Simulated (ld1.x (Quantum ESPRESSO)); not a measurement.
# Configuration tests for germanium (TM semilocal)

Ge, norm-conserving Troullier–Martins (semilocal form), made with ld1.x (Quantum ESPRESSO) 7.5 (LDA (PZ), scalar-relativistic). Core [Ar] 3d10, reference 4s2 4p2. Waves: 4s (bound): rc 1.75 bohr; 4p (bound): rc 2.35 bohr. Local part: the p channel. Core correction: Bessel-smoothed model core inside 1.00 bohr.

Energies are relative to the spin-unpolarised reference configuration 4s2 4p2; without spin polarisation the order of configurations can differ from experiment. Spin-polarised rows fill each open shell by Hund’s rule, majority spin first. The frozen-core shift is the all-electron ΔE with the core orbitals held at their reference shape minus the fully relaxed ΔE.

```csv
valence configuration,charge,ΔE all-electron (eV),error AE − PS (meV),frozen-core shift (meV)
4s2 4p1,+1,7.636,-5.5,+7.2
4s2 4p0,+2,23.352,-48,+59
4s1 4p0,+3,58.570,-272,+338
4s2 4p1.5,+0.5,2.889,-1.0,+1.3
4s1 4p2,+1,16.413,-22,+33
4s2 4p2.3,-0.3,-0.928,+0.1,0.0
4s0 4p4,0,16.359,-30,+40
4s2 4p2 (spin-polarised),0,-0.563,-3.8,+4.4
```

Question: What are ΔE and the potential's error for 4s2 4p1 (spin-polarised)?

Answer: ΔE = 7.451 eV all-electron; the error (AE − PS) is -7.5 meV.
